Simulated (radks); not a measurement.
Values are calculated unless marked as measured or tabulated.
Q: Excited configurations of Ca I: one electron is placed in a higher orbital outside [Ar] 4s1. The ground configuration is [Ar] 4s2. Code: a radial shooting solver on a logarithmic mesh with Libxc functionals. Model: Dirac Kohn-Sham, BLYP, spin-unpolarised, spherical densities, finite nucleus; open shells fill j = l - 1/2 first; Fermi nuclear charge, rms radius 3.4776 fm. Excitation = E - E(ground); binding = E(ion) - E, where the ion is the core of charge +1; n* = 1/sqrt(2 binding) in atomic units, and the quantum defect is n - n*.

| outer orbital | excitation (eV) | binding (eV) | n* | quantum defect | eigenvalue (eV) | <r> (bohr) |
|---|---|---|---|---|---|---|
| 3d3/2 | 2.274 | 3.956 | 1.855 | 1.145 | -0.665 | 3.435 |
| 4d3/2 | 4.747 | 1.483 | 3.029 | 0.971 | -0.566 | 10.64 |
| 5p1/2 | 4.615 | 1.614 | 2.903 | 2.097 | -0.873 | 12.19 |
| 5d3/2 | 5.238 | 0.991 | 3.705 | 1.295 | -0.503 | 19.08 |
| 6f5/2 | 5.720 | 0.509 | 5.168 | 0.832 | -0.297 | 41.44 |

Estimate the row for 4p1/2.

A: excitation (eV) 2.458; binding (eV) 3.771; n* 1.899; quantum defect 2.101; eigenvalue (eV) -1.764; <r> (bohr) 5.215. The Delta-SCF ionisation energy is 6.230 eV (NIST Atomic Spectra Database: 6.113 eV, measured). Self-interaction in the functional shifts the binding energies and quantum defects, so they are the method's values and not measured ones. Spin polarisation and multiplet splitting are left out, so open shells lie too high by an amount that depends on their filling.

Beside tabulated values, note that spin-unpolarised runs miss the spin-polarisation part of the exchange energy of open shells.
